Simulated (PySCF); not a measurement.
## Ionisation energy along the 3-electron series

Calculated with PySCF 2.14 and a two-component X2C-1e Hamiltonian (Gaussian nucleus, no Breit or QED terms), each ion in its own even-tempered basis scaled to its charge; GMP2 freezes nothing and drops the highest virtual spinors. Values in eV. NIST values: (m) measured, (s) semi-empirical, (t) theoretical.

```csv
ion,configuration,GHF (screened spin-orbit),GMP2 (screened spin-orbit),NIST
Ir⁷⁴⁺,[He] 2s1,21586.9,21587.1,21556.6 ± 0.24 (t)
Pt⁷⁵⁺,[He] 2s1,22237.4,22237.7,22205.7 ± 0.3 (t)
Au⁷⁶⁺,[He] 2s1,22901.3,22901.6,22868.1 ± 0.3 (t)
```

Between Z = 77 and Z = 79 the GMP2 (screened spin-orbit) value grows as Z to the power 2.31.
